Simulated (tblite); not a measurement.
Compound: C₅H₁₅AlBNO₂.
Geometry (GFN2-xTB, Å), atoms numbered from 1 in this order:
```
atom  x, y, z in Å
C1    -1.8096   -0.8923   -0.5227
N2    -0.8509   -0.0299    0.1488
C3    -0.8533   -0.2925    1.5806
Al4   -1.1804    1.9592   -0.1673
C5     0.8070    2.2751    0.0662
C6     1.4398    0.8730    0.1609
C7     0.4860   -0.1689   -0.4646
B8     1.1683   -1.6298   -0.4783
O9     2.1679   -1.9201   -1.3504
O10    0.8048   -2.5967    0.3903
H11   -1.8062   -0.6684   -1.5891
H12   -1.5755   -1.9496   -0.3716
H13   -2.8066   -0.6797   -0.1366
H14   -0.3700   -1.2425    1.8142
H15   -0.3448    0.5248    2.0921
H16   -1.8845   -0.3096    1.9307
H17   -1.6391    1.9211   -1.6717
H18   -2.2663    2.2525    0.9127
H19    1.1664    2.7410   -0.8677
H20    1.2220    2.9074    0.8604
H21    1.6362    0.6023    1.1996
H22    2.4009    0.8210   -0.3621
H23    0.3365    0.1680   -1.5041
H24    2.4302   -1.2341   -1.9620
H25    1.3101   -3.4070    0.3007
```

Method: GFN2-xTB as coded in tblite; computed harmonic values from a numerical Hessian at the method's own geometry, unscaled. Against measured fundamentals such values can be off by several per cent, at times by over 20. Modes of hydrogen on aluminium can be 10 to 20 % off. One conformer, not necessarily the lowest.

Harmonic wavenumbers (cm⁻¹): 31.1, 81.2, 120.9, 135.5, 148.2, 197.4, 211.8, 227.2, 261.3, 280.2, 304.8, 317.1, 348.7, 419.1, 451.7, 458.6, 491.8, 539.3, 558.8, 567.4, 588.6, 604.6, 645.1, 665.4, 760.2, 765.9, 857.5, 930.4, 950.0, 966.0, 974.1, 1035.3, 1036.8, 1058.9, 1076.0, 1104.5, 1144.0, 1163.6, 1203.3, 1229.2, 1237.7, 1258.6, 1263.3, 1297.3, 1320.5, 1345.5, 1398.9, 1420.0, 1461.0, 1468.3, 1472.8, 1477.4, 1483.8, 1516.3, 1642.5, 1712.7, 2830.8, 2837.8, 2911.8, 2918.2, 2960.9, 2981.0, 2993.3, 2996.9, 2999.6, 3007.0, 3014.6, 3591.6, 3647.4.

A = 1694, B = 864.7, C = 706.3 MHz; mass 159.101 u (most abundant isotopes); point group C1, symmetry number 1.

Task: What is the zero-point energy?

Result: ½Σν̃ = 43690 cm⁻¹ = 522.64 kJ/mol.

Task: Entropy at 500 K, 1 bar (ideal gas, RRHO, classical rotation)?

Result: Translation 182.83, rotation 132.47, vibration 287.48: S = 602.8 J/(mol K).

Task: And Cp and H(500 K) − H(0)?

Result: Cp = 321.33 J/(mol K), of which vibrations give 288.07 (their classical limit is 69 R = 573.7); H(500 K) − H(0) = 91.96 kJ/mol without the zero-point energy, 75.33 from vibrations.

Task: Blend soft modes into free rotors: weight 1/[1 + (100 cm⁻¹/ν̃)⁴] for the oscillator and the rest for a rotor with moment μB/(μ + B), μ = h/(8π²ν), B = 10⁻⁴⁴ kg m². What vibrational entropy results?

Result: 271.58 J/(mol K) in place of 287.48, which changes −T·S at 500 K by +7.95 kJ/mol.

Task: How do the functions run with temperature in this model?

Result: 
```
 T (K)  S (J/(mol K))  Cp (J/(mol K))  H − H(0) (kJ/mol)  G − H(0) (kJ/mol)  ln q(vib)
   150          349.2           126.7              11.42             -40.96       3.74
   250          428.6           188.8              27.23             -79.93       7.30
298.15          464.4           217.5              37.02            -101.43       9.06
   400          536.4           274.1              62.12            -152.43      12.81
   600          664.9           360.1             126.10            -272.85      20.04
   900          827.7           441.2             247.37            -497.56      30.22
```

q(vib) and H(0) count from the zero-point level.

Task: Which modes carry the vibrational entropy at 500 K?

Result: 31.1 cm⁻¹: 28.39; 81.2 cm⁻¹: 20.42; 120.9 cm⁻¹: 17.14; 135.5 cm⁻¹: 16.20; 148.2 cm⁻¹: 15.46; 197.4 cm⁻¹: 13.13 J/(mol K); the other 63 give 176.75 together.

Task: What must be added to the electronic energy to get the Gibbs energy at 500 K and 1 bar?

Result: ZPE + [H(500 K) − H(0)] − T·S = 522.64 + 91.96 − 301.39 = 313.21 kJ/mol.

Hindered rotation and anharmonicity are outside this model. Other conformers, if any are populated, would add a mixing term that is left out. The structure is chiral; the term R ln 2 for an equal mix with its mirror image is left out.

Time: 2.4 s wall. Hardware: one thread of an Arm Neoverse N1, no GPU, shared host with 64 logical CPUs at a one-minute load of 57. The figure is for the frequency step alone.
